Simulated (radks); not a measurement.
Question: Neutral zirconium: order these configurations by energy. Method: Dirac Kohn-Sham, BLYP, spin-unpolarised, spherical densities, finite nucleus; Fermi nuclear charge, rms radius of each element as measured or else 0.836 A^(1/3) + 0.57 fm; computed with a radial shooting solver on a logarithmic mesh with Libxc functionals. Sub-shells are occupied by j as written (lower j first in brackets). [Kr] 4d(3/2: 1, 5/2: 0) 5s2 5p(1/2: 1, 3/2: 0); [Kr] 4d(3/2: 2, 5/2: 0) 5s1 5p(1/2: 1, 3/2: 0); [Kr] 4d(3/2: 2, 5/2: 0) 5s2; [Kr] 4d(3/2: 3, 5/2: 0) 5s1.

Answer: From the lowest, in eV above it: [Kr] 4d(3/2: 2, 5/2: 0) 5s2 0.000; [Kr] 4d(3/2: 3, 5/2: 0) 5s1 1.195; [Kr] 4d(3/2: 1, 5/2: 0) 5s2 5p(1/2: 1, 3/2: 0) 2.962; [Kr] 4d(3/2: 2, 5/2: 0) 5s1 5p(1/2: 1, 3/2: 0) 2.975.
